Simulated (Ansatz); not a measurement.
Start from `OC(F)(F)N[SiH3]` and change one atom or group to get `CCC(O)(F)F`.

Ansatz, PBE0-D4/def2-TZVP geometries, multiplicity 1. Each molecule was computed in one conformer, which needn't be the lowest.

```json
{"property": "size of the dipole moment (ωB97M-V/def2-TZVPP) / D", "`OC(F)(F)N[SiH3]`": "1.33"}
{"property": "LUMO energy (ωB97M-V/def2-TZVPP) / eV", "`OC(F)(F)N[SiH3]`": "1.92"}
{"property": "HOMO energy (PBE/def2-TZVPP) / eV", "`OC(F)(F)N[SiH3]`": "-6.60"}
{"property": "HOMO–LUMO gap (PBE/def2-TZVPP) / eV", "`OC(F)(F)N[SiH3]`": "6.09"}
{"property": "HOMO energy (ωB97M-V/def2-TZVPP) / eV", "`OC(F)(F)N[SiH3]`": "-10.41"}
{"property": "LUMO energy (PBE0/def2-TZVPP) / eV", "`OC(F)(F)N[SiH3]`": "0.35"}
```

Question: Give the same properties after the change, and the shifts. (An estimate is asked.)

Answer: Ansatz gave: 
```csv
property,`CCC(O)(F)F`,shift
size of the dipole moment (ωB97M-V/def2-TZVPP) / D,0.76,-0.57
LUMO energy (ωB97M-V/def2-TZVPP) / eV,2.61,0.69
HOMO energy (PBE/def2-TZVPP) / eV,-7.81,-1.21
HOMO–LUMO gap (PBE/def2-TZVPP) / eV,8.14,2.05
HOMO energy (ωB97M-V/def2-TZVPP) / eV,-12.20,-1.79
LUMO energy (PBE0/def2-TZVPP) / eV,1.22,0.87
```

With PBE0 the HOMO falls by 1.64 eV and the LUMO rises by 0.87 eV, so the gap widens by about 2.51 eV. PBE moves the HOMO by -1.21 eV and ωB97M-V by -1.79 eV. Dipoles are sizes alone; their direction can turn.
